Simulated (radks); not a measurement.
K+, configuration [Ar] (the NIST ground configuration).

Method: Dirac Kohn-Sham, PBE, spin-unpolarised, spherical densities, point nucleus; computed with a radial shooting solver on a logarithmic mesh with Libxc functionals.

Energy parts (eV):
total: -16379.389
kinetic: 16493.139
electron-nucleus: -38888.271
Hartree: 6920.772
exchange-correlation: -905.029

Orbitals (lengths in bohr, moments of r in powers of bohr):
| orbital | occ. | eigenvalue (eV) | <r^2> | <1/r> | <r^4> |
|---|---|---|---|---|---|
| 1s1/2 | 2 | -3527.971 | 0.008837 | 18.72 | 0.0002014 |
| 2s1/2 | 2 | -359.5109 | 0.1781 | 3.806 | 0.05661 |
| 2p1/2 | 2 | -288.1522 | 0.1511 | 3.726 | 0.04799 |
| 2p3/2 | 4 | -285.2600 | 0.1530 | 3.691 | 0.04917 |
| 3s1/2 | 2 | -41.4487 | 1.857 | 1.100 | 5.714 |
| 3p1/2 | 2 | -25.0611 | 2.395 | 0.9637 | 10.43 |
| 3p3/2 | 4 | -24.7926 | 2.423 | 0.9568 | 10.68 |

The highest occupied level is 3p3/2 at -24.793 eV. The density falls to 0.001 e/bohr^3 at r = 3.31 bohr.
